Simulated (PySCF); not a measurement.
C3H6O2Si, SMILES O[SiH2][C@@H]1C=CO1.

Geometry: B3LYP-D3(BJ)/def2-SVP. The structure was generated by enumeration; whether it is a known compound was not checked. Other conformers were not sampled.

Method: TDA-PBE/def2-SVPD in PySCF.

Vertical excitations. Isolated molecule, no solvent.

| state | energy (eV) | λ (nm) | f | main pairs |
|---|---|---|---|---|
| S1 | 4.91 | 252 | 0.025 | HOMO→LUMO 71 %, HOMO→LUMO+1 28 % |
| S2 | 5.83 | 213 | 0.007 | HOMO→LUMO+2 95 % |
| S3 | 6.02 | 206 | 0.005 | HOMO→LUMO+3 88 % |
| S4 | 6.18 | 201 | 0.017 | HOMO−1→LUMO 71 %, HOMO−1→LUMO+1 13 % |
| S5 | 6.30 | 197 | 0.029 | HOMO→LUMO+1 24 %, HOMO−1→LUMO 16 %, HOMO→LUMO+4 16 %, HOMO→LUMO+6 15 % |
| S6 | 6.47 | 192 | 0.021 | HOMO→LUMO+4 76 % |
| S7 | 6.53 | 190 | 0.042 | HOMO−1→LUMO+1 64 % |
| S8 | 6.58 | 188 | 0.003 | HOMO→LUMO+5 81 %, HOMO→LUMO+6 16 % |
| S9 | 6.85 | 181 | 0.019 | HOMO−2→LUMO 79 % |
| S10 | 6.93 | 179 | 0.004 | HOMO→LUMO+7 35 %, HOMO→LUMO+6 31 %, HOMO→LUMO+8 9 %, HOMO→LUMO+1 6 % |
| T1 | 4.08 | 304 | 0 | HOMO→LUMO 50 %, HOMO→LUMO+1 47 % |
| T2 | 4.75 | 261 | 0 | HOMO→LUMO+1 51 %, HOMO→LUMO 49 % |
| T3 | 5.77 | 215 | 0 | HOMO→LUMO+2 99 % |
| T4 | 5.82 | 213 | 0 | HOMO−1→LUMO 96 % |
Triplets are in the Tamm–Dancoff approximation.
